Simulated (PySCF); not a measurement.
The dipole of `O=CO[Si@H](P)C1CC1` from its density and from atomic charges.

Coordinates (GFN2-xTB, Å) and charges (e) from the PBE0/pcSseg-1 density (PySCF):

```tsv
atom	x	y	z	Mulliken	IAO	Hirshfeld	ESP-fitted
O1	2.887	-0.346	0.367	-0.4177	-0.4511	-0.2303	-0.5092
C2	2.212	-1.164	-0.190	+0.4548	+0.4107	+0.1832	+0.7084
O3	1.086	-0.947	-0.801	-0.5647	-0.5616	-0.1727	-0.3873
Si4	0.326	0.564	-0.887	+0.8267	+0.9242	+0.3744	+0.3254
P5	1.488	1.923	0.435	-0.1612	-0.0532	-0.0153	-0.2763
C6	-1.394	0.262	-0.176	-0.5547	-0.4360	-0.1402	-0.0950
C7	-1.537	-0.246	1.234	-0.2066	-0.2805	-0.0864	-0.2138
C8	-1.891	-1.132	0.089	-0.1927	-0.2753	-0.0854	-0.3475
H9	2.498	-2.230	-0.245	+0.0987	+0.1263	+0.0594	-0.0222
H10	0.288	0.713	-2.347	-0.0760	-0.1297	-0.0797	-0.0639
H11	0.798	3.078	0.065	+0.0256	-0.0376	-0.0277	+0.0617
H12	2.516	2.171	-0.457	+0.0725	+0.0051	-0.0087	+0.1466
H13	-2.147	0.973	-0.492	+0.1491	+0.1564	+0.0450	+0.1238
H14	-2.332	0.156	1.845	+0.1326	+0.1529	+0.0509	+0.1204
H15	-0.636	-0.465	1.791	+0.1436	+0.1468	+0.0429	+0.1302
H16	-1.234	-1.955	-0.144	+0.1368	+0.1510	+0.0404	+0.1432
H17	-2.934	-1.343	-0.096	+0.1332	+0.1516	+0.0504	+0.1554
```

Problem. Form Σ q r in debye for every column and set it beside the full dipole.

Solution. The full density gives (-2.09, -0.54, -1.21) D, 2.47 D in size; dipole vectors point from the negative to the positive end.

| scheme | μx | μy | μz | size (D) | share of the full size (%) | angle to the full dipole (°) |
| --- | --- | --- | --- | --- | --- | --- |
| Mulliken | -0.87 | 0.21 | -1.19 | 1.49 | 60 | 31 |
| IAO | -1.81 | 0.12 | -1.11 | 2.13 | 86 | 16 |
| Hirshfeld | -1.04 | -0.56 | -0.47 | 1.27 | 51 | 14 |
| ESP-fitted | -2.06 | -0.51 | -1.19 | 2.43 | 98 | 1 |

Problem. Which set comes closest?

Solution. Length of the difference vector: ESP-fitted 0.05 D, IAO 0.72 D, Hirshfeld 1.28 D, Mulliken 1.43 D. Closest: ESP-fitted. 

Problem. What is left for the Hirshfeld atoms' own dipoles?

Solution. The Hirshfeld atoms' densities add up to the full density, so μ = Σ q r + Σ (atomic dipoles). The atomic dipoles sum to (-2.09, -0.54, -1.21) − (-1.04, -0.56, -0.47) = (-1.05, 0.02, -0.74) D, 1.28 D in size.

Problem. With the origin at the mean of the coordinates, (0.000, 0.001, -0.001) Å, which are the largest single terms, by size, of the Hirshfeld dipole along the direction of the full one?

Solution. O1 +2.81, C2 -1.34, C6 -0.81, C8 -0.74, H17 +0.68 D; all 17 atoms together +1.23 D. The single terms depend on the origin, their sum doesn't.

Problem. Give the size of the full dipole in other units.

Solution. 2.47 D = 0.973 au = 0.515 e·Å = 8.25 × 10⁻³⁰ C·m.

Geometry: GFN2-xTB, one conformer, isolated molecule.

The values belong to the conformer `[O:1]=[CH:2][O:3][Si@H:4]([PH2:5])[CH:6]1[CH2:7][CH2:8]1`: O1–C2–O3–Si4 -2°, C2–O3–Si4–P5 -7°, O3–Si4–C6–C7 59°, H–P5–Si4–O3 173°, H–P5–Si4–O3 80°.
